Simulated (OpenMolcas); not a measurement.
**Fe4+ in a point-charge field**

Fe4+ among 6 point charges of -0.75 e arranged as a tetragonal octahedron (D4h), 1.78 Å from the ion, with the axial distance 1.709 Å.

```json
{
  "Program": "OpenMolcas 26.06",
  "Method": "CASSCF",
  "Basis": "ANO-RCC-VDZP [5s4p2d1f]",
  "Scalar Hamiltonian": "DKH2, point nucleus",
  "Active space": "4 electrons in 5 orbitals (3d)",
  "State averaging": "2S+1 = 5 even, 5 roots; 2S+1 = 3 even, 45 roots; 2S+1 = 1 even, 50 roots",
  "Spin-orbit coupling": "RASSI with atomic mean-field integrals over the reference wave functions"
}
```

The lowest spin-free states (labels of D4, the rotations of D4h), above the lowest:

```
State  Degeneracy  E (cm-1)  Free-ion L (%)
  5A1           1       0.0         D (100)
  5B1           1     693.5         D (100)
   5E           2      1746         D (100)
  5B2           1      2118         D (100)
  3A2           1     26630          H (92)
   3E           2     26701          H (93)
  3A1           1     27087          H (99)
  3B1           1     27338         H (100)
   3E           2     28097          H (95)
  3B2           1     28113          H (94)
   3E           2     28373          H (89)
  3A2           1     28440          H (87)
  3A2           1     30580          P (59)
   3E           2     30647          P (66)
  3B1           1     31165         F (100)
   3E           2     31767          F (93)
  3B2           1     31844          F (92)
   3E           2     32953          F (75)
  3A2           1     33112          F (70)
  3A1           1     33833         G (100)
```

The lowest levels with spin-orbit coupling:

```csv
E (cm-1),Degeneracy,Label,2S+1,g
0.0,1,A1,5,
40.8,2,E,5,0.00 0.00 3.95
155.4,1,B1,5,
159.2,1,B2,5,
653.4,1,A2,5,
677.3,1,A1,5,
786.8,2,E,5,0.00 0.00 2.28
836.3,1,B1,5,
1742,2,E,5,0.00 0.00 5.47
1862,1,A2,5,
1906,1,B2,5,
1961,2,E,5,0.00 0.00 2.94
2020,1,A1,5,
2212,2,E,5,0.00 0.00 4.19
2234,1,B1,5,
2536,1,A2,5,
2541,1,A1,5,
2584,1,B2,5,
2587,2,E,5,0.00 0.00 6.01
26631,2,E,3,0.00 0.00 2.48
```

Powder χT (cm3 K/mol): 0.119 at 2 K, 0.592 at 10 K, 1.6 at 50 K, 1.86 at 100 K, 2.08 at 200 K, 2.19 at 300 K. The effective moment at 300 K is 2.828 √(χT) = 4.18 μB.

The lowest level has 2S+1 = 5, for which the spin-only value is χT = S(S+1) / 2 = 3.000 cm3 K/mol (g = 2). The computed 2.190 at 300 K differs by -0.810, through orbital momentum, spin-orbit coupling and any other state in reach.

Without dynamic correlation the repulsion within the d shell is too large (B by tens of per cent), so at a given field states of lower spin stand too high. Point charges give a weaker field than real ligands, and real ions of this kind are often low spin; the high spin found here belongs to the model. The ground term spreads over less than 5000 cm-1, several times less than with real ligands, so orbital moments are less quenched and χT lies further from the spin-only value than at real sites. Point charges carry no covalency, so the field is a model and not that of real ligands. No measured value stands beside these numbers.

With an even number of electrons the g values are those of a degenerate or nearly degenerate non-Kramers pair.
